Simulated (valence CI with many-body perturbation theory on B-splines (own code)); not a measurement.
## Energy levels of P²⁺

Calculated by configuration interaction combined with many-body perturbation theory (CI+MBPT): three valence electrons over a frozen Dirac-Fock core [Ne], a basis of 9 s, 9 p, 8 d, 6 f, 3 g, 1 h functions for each j, with the one-electron correlation potential Σ1, the two-electron term Σ2, the three-electron term Σ3, Breit, model QED; selected CI, second order for the rest, scaled by the run's own slope (own B-spline code, finite nucleus).

Set against measurement, 13 paired levels are off by 79 cm⁻¹ on average, the worst by 155. These come from a selection out of Martin, Zalubas and Musgrove, J. Phys. Chem. Ref. Data 14, 751 (1985). Levels without a partner in it may be off by more.

Levels 1 to 36 of 36, with energies above the lowest level, 3s2 3p 2P°_1/2. "Leading %" is the weight of the configuration and term that name the level; weights of strongly mixed levels are sums over their largest components and can fall short. Lifetimes count E1, E2, E3, M1 and M2 decay at the calculated energies, and are blank where another channel may lead or the interval is too uncertain; long ones can be off by a factor of two.

| No. | Configuration | Term | J | E (cm⁻¹) | Leading % | Second component | Lifetime |
| --- | --- | --- | --- | --- | --- | --- | --- |
| 1 | 3s2 3p | 2P° | 1/2 | 0.0 | 95 |  |  |
| 2 | 3s2 3p | 2P° | 3/2 | 560 | 95 |  | 631 s |
| 3 | 3s 3p2 | 4P | 1/2 | 56792 | 98 |  | 27.6 μs |
| 4 | 3s 3p2 | 4P | 3/2 | 56997 | 98 |  | 171 μs |
| 5 | 3s 3p2 | 4P | 5/2 | 57325 | 98 |  | 72.5 μs |
| 6 | 3s 3p2 | 2D | 3/2 | 74853 | 77 | 19 % 3s2 3d 2D | 14.9 ns |
| 7 | 3s 3p2 | 2D | 5/2 | 74882 | 77 | 19 % 3s2 3d 2D | 15.5 ns |
| 8 | 3s 3p2 | 2S | 1/2 | 100298 | 95 |  | 448 ps |
| 9 | 3s 3p2 | 2P | 1/2 | 109119 | 93 |  | 161 ps |
| 10 | 3s 3p2 | 2P | 3/2 | 109495 | 93 |  | 161 ps |
| 11 | 3s2 3d | 2D | 3/2 | 116935 | 75 | 18 % 3s 3p2 2D | 147 ps |
| 12 | 3s2 3d | 2D | 5/2 | 116947 | 75 | 18 % 3s 3p2 2D | 148 ps |
| 13 | 3s2 4s | 2S | 1/2 | 117871 | 93 |  | 402 ps |
| 14 | 3s2 4p | 2P° | 1/2 | 141366 | 93 |  | 2.54 ns |
| 15 | 3s2 4p | 2P° | 3/2 | 141503 | 93 |  | 2.52 ns |
| 16 | 3p3 | 2D° | 3/2 | 147164 | 51 | 46 % 3s 3p 3d 2D° | 10.4 ns |
| 17 | 3p3 | 2D° | 5/2 | 147227 | 51 | 46 % 3s 3p 3d 2D° | 10.3 ns |
| 18 | 3s 3p 3d | 4F° | 3/2 | 158983 | 97 |  | 2.16 μs |
| 19 | 3s 3p 3d | 4F° | 5/2 | 159098 | 97 |  | 1.48 μs |
| 20 | 3s 3p 3d | 4F° | 7/2 | 159260 | 97 |  | 1.56 μs |
| 21 | 3s 3p 3d | 4F° | 9/2 | 159474 | 97 |  |  |
| 22 | 3p3 | 4S° | 3/2 | 159647 | 98 |  | 183 ps |
| 23 | 3p3 | 2P° | 3/2 | 170109 | 60 | 35 % 3s 3p 3d 2P° | 618 ps |
| 24 | 3p3 | 2P° | 1/2 | 170169 | 60 | 35 % 3s 3p 3d 2P° | 612 ps |
| 25 | 3s2 4d | 2D | 5/2 | 172415 | 94 |  | 1.43 ns |
| 26 | 3s2 4d | 2D | 3/2 | 172416 | 94 |  | 1.41 ns |
| 27 | 3s 3p 3d | 4P° | 5/2 | 173707 | 94 |  | 222 ps |
| 28 | 3s 3p 3d | 4P° | 3/2 | 173879 | 94 |  | 219 ps |
| 29 | 3s 3p 3d | 4P° | 1/2 | 173999 | 95 |  | 218 ps |
| 30 | 3s 3p 3d | 4D° | 1/2 | 175152 | 97 |  | 143 ps |
| 31 | 3s 3p 3d | 4D° | 3/2 | 175207 | 95 |  | 143 ps |
| 32 | 3s 3p 3d | 4D° | 5/2 | 175269 | 96 |  | 144 ps |
| 33 | 3s 3p 3d | 4D° | 7/2 | 175318 | 97 |  | 143 ps |
| 34 | 3s2 5s | 2S | 1/2 | 175888 | 94 |  | 666 ps |
| 35 | 3s2 4f | 2F° | 5/2 | 178851 | 89 | 6 % 3s 3p 3d 2F° | 830 ps |
| 36 | 3s2 4f | 2F° | 7/2 | 178851 | 89 | 6 % 3s 3p 3d 2F° | 816 ps |

Names give the largest LS component (configuration and term), which can be under half, so a name can repeat, a term be missing and a line seem to break the LS rules; names also repeat where a configuration has a term twice.

The ionisation energy to 3s2 1S_0 of the next ion comes out as 30.195 eV (NIST: 30.2026 eV (measured)). All 36 levels together are meant to be complete up to 182241 cm⁻¹.
